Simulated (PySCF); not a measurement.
Give a PBE0-D3(BJ)/def2-SVP geometry of `FBC#CC#C[SiH3]`.

```xyz
11
C4H4BFSi angstrom
F      4.428    0.175    1.620
B      3.820    0.360    0.463
C      2.310    0.192    0.354
C      1.101    0.057    0.187
C     -0.242   -0.101    0.001
C     -1.446   -0.248   -0.176
Si    -3.249   -0.474   -0.441
H      4.492    0.658   -0.495
H     -3.617   -1.868   -0.064
H     -3.568   -0.236   -1.878
H     -3.988    0.498    0.413
```

Any rigid rotation of these coordinates is as good. Atoms count from 1 in this order. Si7 (SiH3 silicon) is tetrahedral (angles from 108.8° to 110.0°). The 7 heavy atoms lie in one plane (0.014 Å rms). B2 (three-coordinate boron) is planar (angles 121.5°, 120.3° and 118.3°, sum 360.0°, 0.00 Å off the plane of its three neighbours). The C–C distances run from 1.227 Å (C5≡C6, drawn triple) to 1.364 Å (C4–C5, drawn single), a spread of 0.137 Å.

Bonds between heavy atoms (Å): F1–B2 1.320, B2–C3 1.523, C3≡C4 1.228, C4–C5 1.364, C5≡C6 1.227, C6–Si7 1.836.

Computed with PySCF, PBE0-D3(BJ)/def2-SVP geometry optimisation, gas phase.

PBE0-D3(BJ)/def2-SVP frequencies: not computed here.
